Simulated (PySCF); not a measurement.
Molecule: CH3BI2, charge 0, multiplicity 1. 
Geometry from a B3LYP-D3(BJ)/def2-TZVP (Ansatz) optimisation:
```
B
C 1 1.5517
H 2 1.0905 1 112.85
H 2 1.0905 3 109.87 1 -126.89
H 2 1.0980 3 106.73 4 -115.36
I 1 2.1390 2 120.60 3 28.53
I 1 2.1390 2 120.60 3 -153.82
```

Dispersion corrections to the total energy (kcal/mol) from the dftd3 and dftd4 libraries through PySCF: D3(BJ) without and D4 with the three-body term, each with the damping fitted for the functional named.

```
functional  D3(BJ)     D4
----------  ------  -----
r2SCAN         ___  -1.07
revPBE      -10.86    ___
PBE0         -4.43  -4.21
PBE          -4.67  -4.90
B2GP-PLYP    -5.17    ___
B3LYP        -9.20  -8.11
BHLYP        -8.03  -7.44
```

Q: Complete the blanks.

A: 
- r2SCAN, D3(BJ): -1.32
- revPBE, D4: -12.13
- B2GP-PLYP, D4: -2.13
